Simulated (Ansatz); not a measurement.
`FC(F)=C(F)I` + HBr → `F/C(Br)=C(/F)I` + H–F at 400 K and 1 bar (substitution at a C–F bond).

Isolated molecules relaxed with PBE0-D4/def2-TZVP in Ansatz; ΔE leaves out vibrations. CCSD(T)/CBS adds triple-zeta CCSD(T) − MP2 to the extrapolated MP2 energy (def2 sets, frozen cores). This one scheme is used for every species. def2 core potentials past Kr. For Br, I outer-core shells are correlated without core-valence functions, which leaves a few kJ/mol of doubt a bond. Scalar relativity is left out up to krypton.

| species | CCSD(T)/CBS energy (Eh) | H − E (kJ/mol) | S (J/(mol·K)) |
| --- | --- | --- | --- |
| `FC(F)=C(F)I` | -672.84860 | 78.0 | 367.9 |
| HBr | -2573.91920 | 27.6 | 207.2 |
| `F/C(Br)=C(/F)I` | -3146.38050 | 74.0 | 392.2 |
| H–F | -100.39570 | 36.5 | 182.2 |

H − E and S are ideal-gas, rigid-rotor, harmonic terms from PBE0-D4/def2-TZVP. 1 Eh = 2625.50 kJ/mol, R = 8.31446 J/(mol·K).

Task: By hand: ΔE, ΔH, ΔS and ΔG.

Result: ΔE = (-3146.38050) + (-100.39570) − (-672.84860) − (-2573.91920) = -0.00840 Eh = -22.1 kJ/mol. Δ(H − E) = 74.0 + 36.5 − 78.0 − 27.6 = 4.9, so ΔH = -17.2 kJ/mol. ΔS = 392.2 + 182.2 − 367.9 − 207.2 = -0.7 J/(mol·K). ΔG = -17.2 − 400 × (-0.7)/1000 = -16.9 kJ/mol.

Task: By hand: the equilibrium constant, and the temperature at which ΔG would vanish if ΔH and ΔS stayed fixed.

Result: log₁₀ K = −ΔG/(RT ln 10) = 2.2. ΔG = 0 at ΔH/ΔS = 24571 K, far beyond where these terms or the molecules hold.

The number of gas molecules stays the same, so ΔS is small and ΔH decides. A doubt of 5 kJ/mol in ΔE shifts log₁₀ K by 0.7 here. These are equilibria of isolated gas molecules and say nothing of rates. Largest T1 diagnostic: 0.012 (customary marks: 0.02 for closed shells, 0.045 for open ones).
